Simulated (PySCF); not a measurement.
# What a mistake does to a calculation on AlBH4NO cation

Calculated results; nothing here was measured. The program is PySCF 2.14.0, an open-source quantum chemistry code, run on an isolated molecule that a program drew, which may never have been made. The molecule is AlBH4NO cation (charge +1, singlet), drawn as the SMILES string `N[B+][O][AlH2]`.

Each row is a Hartree-Fock (HF) and frozen-core CCSD(T) single point in the cc-pV(D+d)Z basis, meant for a local HF minimum. Run 1 is clean. Each other run has one planted mistake out of seven kinds, and not every kind appears here: one electron removed, one electron added, multiplicity raised by two, geometry at a saddle point, minimal basis STO-3G, one bond length entered in bohr, all coordinates scaled. The reference is restricted for singlets and unrestricted otherwise, and also for a bond in bohr. Adding or removing an electron swaps singlet and doublet. Electrons count all cores. HOMO and LUMO are orbital energies over both spins, the gradient is its largest component, and the lowest frequency (negative if imaginary) is given only where the gradient is small. Bond lengths are over the 7 bonds as drawn. T1 is the CCSD diagnostic: over 0.02 (restricted) or 0.045 (unrestricted) a single reference is doubtful.

Geometry of the clean run:
```xyz
8
AlBH4NO cation, angstrom
N    -1.8936    1.6360   -1.5916
B    -1.2648    1.0147   -0.5859
O    -0.6843    0.4412    0.3416
Al    0.1750   -0.4010    1.7087
H    -2.4795    1.1474   -2.2453
H    -1.8143    2.6253   -1.7484
H     0.9993    0.6113    2.5432
H    -0.1323   -1.9195    1.6960
```

```
run  electrons  basis functions  <S^2>  HOMO (eV)  LUMO (eV)  gradient (hartree/bohr)  lowest frequency (cm^-1)  mean bond (Å)  longest bond (Å)      T1  HF (hartree)  CCSD(T) (hartree)                 mistake
  1         36               85  0.000     -16.46      -2.91                  3.3e-05                        89         1.3577             1.821  0.0144    -398.15504         -398.67006                no fault
  2         36               85  0.000     -16.10      -3.01                  6.2e-02                         -         1.4527             1.949  0.0178    -398.11855         -398.64875  all coordinates scaled
  3         36               85  0.859     -13.36      -3.38                  9.6e-03                         -         1.5546             2.928  0.0494    -398.05397         -398.55593                       ?
  4         36               28  0.000     -14.97       2.51                  4.8e-02                         -         1.3577             1.821  0.0203    -393.29052         -393.50534                       ?
```

**Which mistake was planted in run 3, and what did it cost?**

The mean bond changes by a factor of 1.145 and the longest by 1.608, so the molecule wasn't scaled as a whole. A length L in bohr read as angstrom grows by (1/0.5292 - 1) L = 0.890 L. The 7 bonds together grew by 7 x 0.1969 = 1.378 Å, which gives L = 1.549 Å. That is the length of one of the Al-H bonds, 1.549 Å in the clean geometry. So the mistake is: one bond length entered in bohr. Subtracting run 1 and multiplying by 627.51 kcal/mol a hartree, the energy moved by 63.4 kcal/mol in HF and 71.6 kcal/mol in CCSD(T).

**Which mistake was planted in run 4, and what did it cost?**

It has 28 basis functions where the clean run has 85, with the same electrons and geometry. So the mistake is: minimal basis STO-3G. Subtracting run 1 and multiplying by 627.51 kcal/mol a hartree, the energy moved by 3052.5 kcal/mol in HF and 3240.9 kcal/mol in CCSD(T).

Cautions from the logs. Run 3: T1 is over the limit, so its CCSD(T) energy is less reliable; run 4: T1 is over the limit, so its CCSD(T) energy is less reliable.
